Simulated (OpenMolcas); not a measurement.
W4+ (d2) among equal point charges was computed by CASSCF with the d shell active (OpenMolcas, ANO-RCC-VDZP on the metal). Its lowest spin-free states, and all those of the highest spin:

| 2S+1 | Degeneracy | E (cm-1) |
| --- | --- | --- |
| 3 | 1 | 0.0 |
| 3 | 3 | 4161 |
| 3 | 3 | 7145 |
| 1 | 2 | 11623 |
| 1 | 3 | 15494 |
| 3 | 3 | 16709 |
| 1 | 1 | 18115 |
| 1 | 3 | 19486 |
| 1 | 2 | 21844 |
| 1 | 3 | 22761 |
| 1 | 1 | 44214 |

Task: Is the site octahedral, tetrahedral or cube-like, axial, or of lower symmetry?

Result: The states with 2S+1 = 3 have orbital degeneracies 1, 3, 3, 3. Threefold states need a cubic site. For d2 at this spin an octahedron puts the threefold T1 below the threefold T2 and a tetrahedron or cube puts the single A2 below the threefold T2, so the site is a tetrahedron or a cube, which this pattern cannot tell apart. The first gap at this spin, 4160 cm-1, is |10Dq| in ligand-field theory. The run had W4+ among 4 point charges of -2 e arranged as a tetrahedron (Td), 2.13 Å from the ion.

Spin-orbit coupling mixes the spin-free states strongly: the lowest level takes only 50 % from its leading state, 3A2. Without dynamic correlation the repulsion within the d shell is too large (B by tens of per cent), so at a given field states of lower spin stand too high. Point charges carry no covalency, so the field is a model and not that of real ligands. No measured value stands beside these numbers.
